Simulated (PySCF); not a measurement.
Species: C2H12GeOSi2.
Numbering: `[CH3:1][CH2:2][O:3][Si@H:4]([SiH3:5])[GeH3:6]` (hydrogens: H7, H8, H9 on C1; H10, H11 on C2; H12 on Si4; H13, H14, H15 on Si5; H16, H17, H18 on Ge6)

The calculation used PBE0-D3(BJ)/def2-SVP geometry optimisation, gas phase (PySCF).

Question: What internal coordinates does the optimisation give?

Answer: 
```tsv
bond	length (Å)	order
C1–C2	1.510	single
C2–O3	1.410	single
O3–Si4	1.674	single
Si4–Si5	2.354	single
Si4–Ge6	2.376	single
C1–H7, C1–H8, C1–H9	1.100	single
C2–H10	1.108	single
C2–H11	1.108	single
Si4–H12	1.503	single
Si5–H13, Si5–H14, Si5–H15	1.497	single
Ge6–H16, Ge6–H17, Ge6–H18	1.540	single
```

Bonds in one row agree within 0.01 Å and their mean is given. Orders are formal, as drawn. A selection of angles:
```tsv
angle	degrees
C2–C1–H7	110.8
C2–C1–H8	110.4
H7–C1–H8	108.6
H8–C1–H9	108.1
C1–C2–O3	109.3
C1–C2–H10	110.1
C1–C2–H11	110.2
O3–C2–H10	110.1
O3–C2–H11	110.3
H10–C2–H11	106.7
C2–O3–Si4	123.6
O3–Si4–Si5	111.7
O3–Si4–Ge6	106.2
O3–Si4–H12	110.3
Si5–Si4–Ge6	110.9
Si5–Si4–H12	107.5
Ge6–Si4–H12	110.3
Si4–Si5–H13	111.7
Si4–Si5–H15	109.2
H13–Si5–H14	108.3
H14–Si5–H15	108.6
Si4–Ge6–H16	109.8
Si4–Ge6–H18	111.5
H16–Ge6–H17	108.3
H16–Ge6–H18	108.5
```

Dihedral angles: C1–C2–O3–Si4 -174° (antiperiplanar); C2–O3–Si4–Si5 -58° (synclinal).

Of the pairs four or more bonds apart, Si5···H10 is among the closest relative to their van der Waals radii: 3.35 Å, 101 % of the sum of Bondi's values. Ge6 (germanium bonded to Si and 3 H) is tetrahedral (angles from 108.3° to 111.5°). Si5 (SiH3 silicon) is tetrahedral (angles from 108.3° to 111.7°). Si4 (oxygen-bound silicon) is tetrahedral (angles from 106.2° to 111.7°).

Point group: C1 (no symmetry element, even within 0.4 Å). No PBE0-D3(BJ)/def2-SVP frequencies stand behind this structure, so it isn't proved a minimum. The numbers are those of one conformer.

Hardware: an Arm Neoverse N1 with one thread (shared host). Cost: 7.7 min, 0.76 GiB resident at most. This is the geometry optimisation.
